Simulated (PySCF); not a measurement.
A structure optimised at PBE-D3(BJ)/def2-SVP, used in a PySCF frequency run:

```
C
H 1 1.1132
H 1 1.1132 2 105.18
C 1 1.5327 2 111.11 3 120.32
H 4 1.1125 1 109.92 2 64.06
H 4 1.1125 5 105.03 1 -118.20
C 4 1.5326 5 109.21 6 -117.03
H 7 1.1098 4 111.89 5 57.17
H 7 1.1104 8 107.64 4 122.39
H 7 1.1104 8 107.64 9 115.23
In 1 2.1958 2 106.45 3 -112.71
H 11 1.7550 1 120.64 2 55.92
H 11 1.7563 12 119.27 1 -180.00
```

### Question
Write its SMILES, formula and point group.

### Answer
CC[CH2][InH2], C₃H₉In, Cs

### Question
What are its rotational constants (standard atomic weights)?

### Answer
20.715, 1.2397, 1.1961 GHz
